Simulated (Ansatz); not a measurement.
CH₈OSSi₂, SMILES `CS[SiH2]O[SiH3]`, relaxed with RKS PBE0-D4/def2-TZVP in Ansatz from a PBE-D4/def2-SVP geometry. The force threshold is 0.005 eV/Å; the program also tests the step.

Total charge 0; spin multiplicity 1.

Start:

```xyz
13

C    -0.765   -1.798   -1.721
S     0.961   -1.872   -1.087
Si    0.727   -0.723    0.699
O     0.342    0.865    0.337
Si    0.145    2.402    0.969
H    -0.787   -2.397   -2.651
H    -1.479   -2.235   -0.996
H    -1.054   -0.756   -1.957
H     2.049   -0.814    1.406
H    -0.387   -1.284    1.543
H    -0.219    3.325   -0.157
H     1.421    2.874    1.615
H    -0.954    2.414    2.000
```

(1) How much energy does the relaxation release, and in how many steps? (Estimate.)

(2) Which bonds change most? (An estimate is asked.)

(3) Give the relaxed structure. (An estimate is asked.)

## Answers

(1) Ansatz gave: 3.33 kcal/mol, in 47 steps, 4 of them rejected.

(2) Computed: Si3–O4 from 1.674 to 1.636 Å; O4–Si5 from 1.673 to 1.641 Å; Si5–H13 from 1.506 to 1.483 Å; Si3–H10 from 1.506 to 1.483 Å.

(3) Computed: 
```xyz
13

C    -0.638   -1.302   -1.643
S     1.063   -1.227   -1.006
Si    0.663   -0.899    1.048
O    -0.005    0.567    1.334
Si    0.039    2.090    0.725
H    -0.569   -1.586   -2.693
H    -1.219   -2.055   -1.111
H    -1.127   -0.332   -1.571
H     1.978   -1.014    1.724
H    -0.306   -1.904    1.548
H    -0.570    2.117   -0.630
H     1.437    2.585    0.640
H    -0.745    2.959    1.636
```
